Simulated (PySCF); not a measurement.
GeH₅Si, SMILES [SiH3][GeH2] (connectivity only; charge and spin as stated), charge +1, multiplicity 1.

Coordinates come from a PBE0-D3(BJ)/def2-TZVP optimisation. The multiplicity is an assumed one; other spin states were not compared. The isomer is the one that the SMILES or the coordinates give; other isomers of the formula were not compared.

These are PySCF with PBE/def2-TZVPD values and carry that method's errors.

Symmetry labels are those of the subgroup Cs that the program uses (full group Cs).

Computed valence orbital energies around the gap with their symmetry:
```tsv
orbital	symmetry	energy (eV)
HOMO−7	A"	-36.74
HOMO−6	A'	-36.70
HOMO−5	A'	-20.27
HOMO−4	A'	-18.30
HOMO−3	A"	-14.80
HOMO−2	A'	-14.19
HOMO−1	A"	-13.93
HOMO	A'	-13.36
LUMO	A'	-10.12
LUMO+1	A'	-6.67
LUMO+2	A"	-5.94
LUMO+3	A'	-5.12
```
